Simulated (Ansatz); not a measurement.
Correlation energies of `Fc1ccc[se]1` by basis set

```tsv
atom	x (Å)	y (Å)	z (Å)
F1	-0.654	0.053	-2.575
C2	-0.218	0.084	-1.325
C3	-0.874	-0.386	-0.242
C4	-0.146	-0.209	0.970
C5	1.063	0.390	0.846
Se6	1.443	0.825	-0.921
H7	-1.851	-0.846	-0.309
H8	-0.533	-0.532	1.928
H9	1.771	0.620	1.626
```

The species carries charge 0 and has multiplicity 1. Correlated methods include outer-core shells of Se, which these sets cover unevenly. Scalar relativity is left out up to krypton. All single points use the PBE0-D4/def2-TZVP geometry. Frozen core, restricted reference, Ansatz 0.2.0.

```tsv
basis	HF (Eh)	MP2 corr.	CCSD corr.	(T)	CCSD(T) total
def2-SVP	-2651.95798	-0.93708	-0.95818	?	?
def2-TZVPP	-2652.55493	-1.14898	?	?	?
def2-QZVPP	?	-1.51518	–	–	–
```

Question: Fill in the withheld values. (An estimate is asked.)

Answer: Ansatz gave: def2-SVP (T): -0.03584; def2-SVP CCSD(T) total: -2652.95200; def2-TZVPP CCSD corr.: -1.15876; def2-TZVPP (T): -0.05537; def2-TZVPP CCSD(T) total: -2653.76906; def2-QZVPP HF (Eh): -2652.61291.
